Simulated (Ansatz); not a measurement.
CH$_{6}$AlBTe (`CB[Te][AlH2]`) at its PBE0-D4/def2-TZVP geometry, where that method's forces vanish. Charge 0, multiplicity 1. Te takes the def2 core potential.

```xyz
10

C    -0.4603   -1.2927   -0.5570
B    -1.2585    0.0243   -0.7353
Te   -0.7576    1.9828    0.0102
Al    1.4398    1.4883    1.1720
H     0.4781   -1.2271   -0.0076
H    -1.1083   -2.0251   -0.0577
H    -0.2619   -1.7247   -1.5461
H    -2.2894    0.0316   -1.3430
H     2.1544    2.7090    1.8820
H     2.0638    0.0336    1.1824
```

Q: What forces (eV/Å) does PBE-D4/def2-TZVPP give on these atoms in the Gaussian-basis code of Ansatz? (An estimate is asked.)

A: Computed: 
```
C1  -0.040  0.149  0.009
B2   0.025 -0.064 -0.001
Te3 -0.122  0.191 -0.028
Al4  0.047 -0.020  0.023
H5   0.197  0.002  0.113
H6  -0.119 -0.160  0.085
H7   0.036 -0.103 -0.189
H8  -0.123  0.024 -0.066
H9   0.052  0.094  0.052
H10  0.048 -0.114  0.001
```
